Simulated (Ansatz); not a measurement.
Species: sum formula H3GeO4, charge 0, multiplicity 2. It need not be the lowest isomer of its formula. 
Coordinates optimised at B3LYP-D3(BJ)/def2-TZVP (Ansatz, a first-principles code):
SMILES: [O][Ge]([OH])([OH])[OH]
```xyz
8

O     -0.0608     1.2365    -1.3256
Ge     0.0002     0.0239    -0.0043
O     -1.1262     0.5833     1.2245
O     -0.3910    -1.4992    -0.8132
O      1.5487    -0.1998     0.8038
H     -0.7796     0.4515     2.1148
H     -1.1554    -1.4339    -1.3970
H      2.1635    -0.7475     0.3031
```
Charge 0, spin multiplicity 2.

Basis-set convergence of Hartree-Fock and CCSD(T) correlation energies (hartree) with Ansatz. Valence correlation only, unless marked. UHF or UKS for open shells. No spin-orbit coupling. Frozen are the shells of the preceding noble gas and the d and f shells that filled before the atom's block. Non-relativistic.

```tsv
basis	functions	E(HF)	E(corr, CCSD(T))
cc-pVDZ	98	-2376.59844	-0.83970
cc-pVTZ	205	[?]	[?]
```

Question: What belongs in the gaps?

Answer: 
- cc-pVTZ, E(HF): -2376.79457
- cc-pVTZ, E(corr, CCSD(T)): -1.07925
